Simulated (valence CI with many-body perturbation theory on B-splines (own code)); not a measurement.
# Hyperfine factors and g values of Zr XIX

Calculated by configuration interaction combined with many-body perturbation theory (CI+MBPT): four valence electrons over a frozen Dirac-Fock core [Ar], a basis of 7 s, 7 p, 8 d, 6 f, 4 g, 1 h functions for each j, with the one-electron correlation potential Σ1 (screened to all orders), the two-electron term Σ2, the three-electron term Σ3, Breit, model QED; selected single and double excitations, second order for the rest, scaled by the run's own slope (own B-spline code, finite nucleus).

No measured spectrum was set against this ion. As an estimate, terms of the open shell hold to 2 to 4 % of their energy, and close levels can change places. Only levels of the ground parity were solved; by the run's estimate the other parity begins above the list, which can be wrong where configurations are misplaced.

A/g_I is the dipole constant over the nuclear g factor μ/I (μ in nuclear magnetons, uniformly magnetised nucleus), B/Q the quadrupole constant per barn. Both hold the static response of the core; the bare values leave it out. Large factors of s and p1/2 electrons are usually good to 5 to 10 %; those of open d and f shells near neutrality can be off by tens of per cent, and small factors of p3/2, d and f electrons come from cancelling terms and can be off by a factor of two or in sign, in half-filled shells by more. B is blank for J = 1/2, where it vanishes, and for nearly pure S terms. Energies count from the lowest level. Levels with J = 0 are left out.

Names give the largest LS component (configuration and term), which can be under half, so a name can repeat, a term be missing and a line seem to break the LS rules; names also repeat where a configuration has a term twice. Letters in brackets count levels of one name in rising energy.

```tsv
Level	E (cm⁻¹)	g	A/g_I (MHz)	A/g_I bare	B/Q (MHz/b)	B/Q bare
3d4 5D_1	6438	1.497	257	576	2510	2570
3d4 5D_2	14011	1.491	1380	1690	1690	1730
3d4 5D_3	21432	1.484	2380	2680	-1680	-1730
3d4 5D_4	28278	1.473	3250	3540	-7240	-7440
3d4 3H_4	69408	0.917	5910	5890	3320	3410
3d4 3P_1 [a]	81059	1.447	3050	3330	-394	-412
3d4 3H_5	81438	1.061	5180	5240	4770	4910
3d4 3G_3	82327	0.907	6000	5970	564	580
3d4 3F_2 [a]	85330	0.718	6490	6370	585	600
3d4 3H_6	87466	1.142	5120	5230	4260	4380
3d4 3F_4 [a]	93450	1.085	4710	4790	-958	-982
3d4 3P_2 [a]	100660	1.398	3250	3500	146	144
3d4 3G_4	101700	1.076	5280	5350	-1380	-1420
3d4 3F_3 [a]	105100	0.954	5190	5200	-1020	-1050
3d4 3G_5	112810	1.168	4380	4510	-3040	-3120
3d4 3D_3	115700	1.293	3990	4180	1470	1510
3d4 3D_2	120720	1.174	5090	5210	2000	2060
3d4 1I_6	124010	1.020	5350	5390	7190	7390
3d4 3D_1	125520	0.558	7640	7420	1380	1420
3d4 1G_4 [a]	137340	1.043	4540	4590	-1660	-1700
3d4 1D_2 [a]	152230	1.049	5280	5330	2610	2680
3d4 1F_3	162260	1.027	5100	5150	7610	7820
3d4 3P_2 [b]	182250	1.433	3030	3310	1890	1950
3d4 3F_4 [b]	187830	1.222	3730	3880	6180	6350
3d4 3F_2 [b]	192900	0.722	7470	7340	6230	6400
3d4 3F_3 [b]	195890	1.073	5360	5420	6850	7030
3d4 3P_1 [b]	199810	1.492	878	1190	-2040	-2100
3d4 1G_4 [b]	215080	1.020	5610	5640	3510	3610
3d4 1D_2 [b]	274300	0.998	5350	5370	-8760	-8990
```

Question: Take the isotope of mass number 91, with I = 5/2, μ = -1.3022 μN and Q = -0.176 b. What is the hyperfine structure of 3d4 5D_2?

Answer: From the table A = -718 MHz, B = -297 MHz. Shifts from the centre of gravity in MHz: F = 1/2: 4820, F = 3/2: 3870, F = 5/2: 2230, F = 7/2: -233, F = 9/2: -3660.
